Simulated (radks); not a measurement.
Species: Lu4+. Configuration: [Xe] 4f12.5 6p0.5 (fractional occupations, a model configuration).

Method: scalar-relativistic Kohn-Sham, PBEsol, spin-polarised, spherical densities, point nucleus; open shells are filled with parallel spins first (spin-orbit coupling, left out, can overturn this in heavy ions); computed with a radial shooting solver on a logarithmic mesh with Libxc functionals.

Energy parts (eV):
| part | energy |
|---|---|
| total | -396064.12 |
| kinetic | 432822.42 |
| electron-nucleus | -972519.71 |
| Hartree | 151625.66 |
| exchange-correlation | -7992.49 |

Orbitals (lengths in bohr, moments of r in powers of bohr):
| orbital | occ. | eigenvalue (eV) | <r> |
|---|---|---|---|
| 1s up | 1 | -63277.93 | 0.01932 |
| 1s down | 1 | -63277.93 | 0.01932 |
| 2s up | 1 | -10818.81 | 0.08185 |
| 2s down | 1 | -10818.77 | 0.08185 |
| 2p up | 3 | -9524.892 | 0.07293 |
| 2p down | 3 | -9524.863 | 0.07293 |
| 3s up | 1 | -2496.840 | 0.2127 |
| 3s down | 1 | -2496.043 | 0.2127 |
| 3p up | 3 | -2108.653 | 0.2124 |
| 3p down | 3 | -2107.854 | 0.2124 |
| 3d up | 5 | -1642.469 | 0.1926 |
| 3d down | 5 | -1641.854 | 0.1925 |
| 4s up | 1 | -542.8660 | 0.4772 |
| 4s down | 1 | -541.3364 | 0.4773 |
| 4p up | 3 | -415.1955 | 0.5066 |
| 4p down | 3 | -413.7012 | 0.5068 |
| 4d up | 5 | -248.7152 | 0.5445 |
| 4d down | 5 | -247.2553 | 0.5448 |
| 5s up | 1 | -110.8183 | 1.131 |
| 5s down | 1 | -110.1255 | 1.133 |
| 5p up | 3 | -79.0912 | 1.302 |
| 5p down | 3 | -78.5410 | 1.304 |
| 4f up | 7 | -64.9874 | 0.6675 |
| 4f down | 5.5 | -63.6247 | 0.6711 |
| 6p up | 0.5 | -28.9804 | 3.037 |

The highest occupied level is 6p up at -28.980 eV. Spin moment in Bohr magnetons: 2.
